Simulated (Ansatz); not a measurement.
PBE exchange is replaced step by step with exact exchange (0 % is PBE, 25 % PBE0; no dispersion term), basis def2-SVP, Ansatz. System: the cluster Cu3F4 (the lowest doublet isomer of a short search). Total charge 0; doublet. Geometry: r2SCAN-D4/def2-SVP, each spin state at its own.

The relaxed quartet has other bonds than the doublet, so its gap is one between isomers.

Geometry of the doublet:

```
atom    x (Å)    y (Å)    z (Å)
 Cu1  -1.1250   0.4632  -0.8632
 Cu2   1.3494   0.2513  -0.4182
 Cu3  -0.2676  -0.9432   1.0475
  F4   1.5789  -1.2799   0.6990
  F5   0.1378   1.0425   1.0008
  F6  -2.0377  -0.6531   0.3567
  F7   0.3641   1.1192  -1.8226
```

Another isomer (doublet) lies 0.03 eV lower at PBE0-D4/def2-TZVP.

HOMO and LUMO are taken over both spins.

```json
{"exact exchange (%)": "10", "HOMO (eV)": "-5.81", "LUMO (eV)": "-5.09", "gap (eV)": "0.72", "⟨S²⟩": "0.757", "quartet − doublet (kJ/mol)": "267.2"}
{"exact exchange (%)": "15", "HOMO (eV)": "-6.05", "LUMO (eV)": "-4.99", "gap (eV)": "1.06", "⟨S²⟩": "0.760", "quartet − doublet (kJ/mol)": "270.5"}
{"exact exchange (%)": "40", "HOMO (eV)": "-6.92", "LUMO (eV)": "-4.41", "gap (eV)": "2.51", "⟨S²⟩": "0.765", "quartet − doublet (kJ/mol)": "248.1"}
```

The spin gap doesn't follow a straight line here, which points to a change of state along the sweep.
